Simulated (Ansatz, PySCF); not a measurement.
Gas-phase reaction (SMILES): CC[Si](Br)(Br)Br [tribromo(ethyl)silane] + N (NH3) -> N[Si](Br)(Br)Br + CC (C2H6); ammonia cleaves one Si-C bond, a model of a ligand-exchange step.

Each molecule is optimised on its own at B3LYP-D3(BJ)/def2-TZVP (Ansatz, a quantum-chemistry and plane-wave program), one conformer each, not searched for the lowest. Correlated levels leave the core frozen unless marked. Spin-orbit coupling is left out. The frozen core is the preceding noble-gas configuration, with the filled d and f shells of earlier blocks. No relativistic terms. CBS marks a two-point X^-3 extrapolation of the correlation energy; Hartree-Fock from the larger set. The bracket is a focal-point correction in the basis named. Thermal terms are rigid-rotor harmonic-oscillator values from B3LYP-D3(BJ) frequencies (Ansatz or PySCF) at 298.15 K and 1 atm. 1 Eh = 627.5095 kcal/mol.

```json
[
 {"species": "CC[Si](Br)(Br)Br", "E, RI-MP2/CBS(def2-TZVPPD,def2-QZVPPD)+[CCSD(T)-MP2]/def2-TZVPPD (Ansatz) (Eh)": "-8086.40467", "E, PBE0-D4/def2-TZVPD (Ansatz + dftd4) (Eh)": "-8090.29385", "H - E (Eh)": "0.08005"},
 {"species": "N (NH3)", "E, RI-MP2/CBS(def2-TZVPPD,def2-QZVPPD)+[CCSD(T)-MP2]/def2-TZVPPD (Ansatz) (Eh)": "-56.50761", "E, PBE0-D4/def2-TZVPD (Ansatz + dftd4) (Eh)": "-56.51535", "H - E (Eh)": "0.03799"},
 {"species": "N[Si](Br)(Br)Br", "E, RI-MP2/CBS(def2-TZVPPD,def2-QZVPPD)+[CCSD(T)-MP2]/def2-TZVPPD (Ansatz) (Eh)": "-8063.21271", "E, PBE0-D4/def2-TZVPD (Ansatz + dftd4) (Eh)": "-8067.07447", "H - E (Eh)": "0.03882"},
 {"species": "CC (C2H6)", "E, RI-MP2/CBS(def2-TZVPPD,def2-QZVPPD)+[CCSD(T)-MP2]/def2-TZVPPD (Ansatz) (Eh)": "-79.71825", "E, PBE0-D4/def2-TZVPD (Ansatz + dftd4) (Eh)": "-79.75255", "H - E (Eh)": "0.07887"}
]
```

Task: Work out ΔE and ΔH at 298.15 K at the first level, then ΔH at the second.

Result: 
1. ΔE = [(-8063.21271) + (-79.71825)] - [(-8086.40467) + (-56.50761)] = -0.01868 Eh = -11.7 kcal/mol at RI-MP2/CBS(def2-TZVPPD,def2-QZVPPD)+[CCSD(T)-MP2]/def2-TZVPPD.
2. The terms H - E add up to -0.00035 Eh, so ΔH = (-0.01868 + (-0.00035))×627.5095 = -11.9 kcal/mol.
3. At PBE0-D4/def2-TZVPD the same steps give ΔE = -11.2 and ΔH = -11.4 kcal/mol, a shift of +0.5 from the first level.
4. These values are not checked against measurement here, since the tables used lack a sound gas-phase enthalpy of formation for at least one species.
